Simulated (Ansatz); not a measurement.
Problem. Name a neutral molecule of Al, Cl, Ga, N and H with size of the dipole moment (PBE/def2-TZVPP) between 2.90 and 3.20 D and LUMO energy (B3LYP/def2-TZVPP) between -1.80 and -1.50 eV (Ansatz, PBE0-D4/def2-TZVP geometry).

Solution. `[AlH2][NH][Ga]([Cl])[GaH2]` (2.96 D, -1.69 eV). Other molecules can fit too; these were computed, each in one conformer that needn't be the lowest.

B3LYP here is the variant with VWN-RPA as its local correlation; programs differ in this.
